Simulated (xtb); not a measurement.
C3H9AlO, SMILES [OH][Al]([CH2]C)[CH3]. All values are semi-empirical tight-binding results from xtb (GFN2-xTB unless named), good for trends rather than for accurate numbers. The structure is a stationary point at GFN2-xTB. The structure was generated by enumeration; whether it is a known compound was not checked. The values are those of a single conformer.

Optimised geometry:

```xyz
14

Al     0.2053     0.2938     0.3947
C      1.7803     0.3519     1.6215
H      2.2534    -0.6219     1.7556
H      1.4908     0.7120     2.6122
H      2.5496     1.0391     1.2595
C     -0.3849    -1.4087    -0.5184
C     -1.0892    -1.1737    -1.8606
H     -1.0661    -1.9715     0.1334
H      0.4729    -2.0744    -0.6711
H     -0.4051    -0.7279    -2.5813
H     -1.9306    -0.4929    -1.7367
H     -1.4671    -2.1074    -2.2803
O     -0.6553     1.6695     0.1203
H     -1.1620     2.4526    -0.0395
```

For metal compounds this method's bond lengths and energies can be far off.

| Property | Value |
|---|---|
| orbital gap | 3.99 eV |
| zero-point energy | 69.3 kcal/mol |
| G − E(el) at 298.15 K (modified RRHO) | 48.3 kcal/mol |

Computed atomic charges and the Wiberg bond orders between heavy atoms:
charges (e) Al1 0.32, C2 -0.21, H3 0.04, H4 0.05, H5 0.05, C6 -0.15, C7 -0.09, H8 0.03, H9 0.03, H10 0.03, H11 0.04, H12 0.03, O13 -0.47, H14 0.30. Bond orders Al1–C2 1.00, Al1–C6 0.95, C6–C7 1.00, Al1–O13 1.37.
